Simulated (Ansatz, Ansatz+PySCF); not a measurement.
```xyz
3

C     0.0000    0.0000   -1.2450
N     0.0000    0.0000    0.0000
C     0.0000    0.0000    1.2450
```

Basis set: def2-SVP (spherical functions). Left uncorrelated: 3 orbitals. Correlation on ROHF uses semicanonical orbitals with singles. Charge 0, multiplicity 2.

Computed with Ansatz (development build ahead of 0.2.0); each method stands on the lowest determinant of its kind that the runs found.

(1) Give the atomization energy at this shape (free ground-state atoms in the same class of orbitals less the molecule, no zero-point energy) of doublet C₂N by ROHF-CCSD(T), ROHF-MP2, UHF-MP2, ROHF, UHF.

Results:

(1)

```csv
method,atomization energy
ROHF-CCSD(T),12.07 eV
ROHF-MP2,12.51 eV
UHF-MP2,12.13 eV
ROHF,7.70 eV
UHF,7.91 eV
```

Caution for UHF-MP2, UHF: the unrestricted determinant is spin contaminated.
